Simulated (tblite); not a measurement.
Isomers of C5H6Cl2O. Method: GFN2-xTB as coded in tblite; computed harmonic values from a numerical Hessian at the method's own geometry, unscaled. Errors from tens to a few hundred cm⁻¹ against measured bands are possible. One conformer each.

Electronic energies: GFN2-xTB at the same geometries; isomer energies are rough at this level and their order can be wrong.

```json
{"SMILES": "CC/C(Cl)=C\\C(=O)Cl", "electronic energy, lowest = 0 (kcal/mol)": "0.0"}
{"SMILES": "CC/C(=C/Cl)C(=O)Cl", "electronic energy, lowest = 0 (kcal/mol)": "5.7"}
{"SMILES": "CC/C=C(/Cl)C(=O)Cl", "electronic energy, lowest = 0 (kcal/mol)": "6.0"}
```

Question: How do GFN2-xTB zero-point energies change the relative energies?

Answer: 
```csv
SMILES,ZPE (kcal/mol),of it from modes above 1550 cm⁻¹,electronic (kcal/mol),"with ZPE, lowest = 0 (kcal/mol)",lowest mode (cm⁻¹),rings
CC/C(Cl)=C\C(=O)Cl,61.6,30.9,0.0,0.0,30,0
CC/C(=C/Cl)C(=O)Cl,61.6,30.8,5.7,5.7,22,0
CC/C=C(/Cl)C(=O)Cl,61.4,30.9,6.0,5.9,11,0
```

The zero-point energies span 0.2 kcal/mol, from `CC/C=C(/Cl)C(=O)Cl` to `CC/C(=C/Cl)C(=O)Cl`. The order is unchanged.
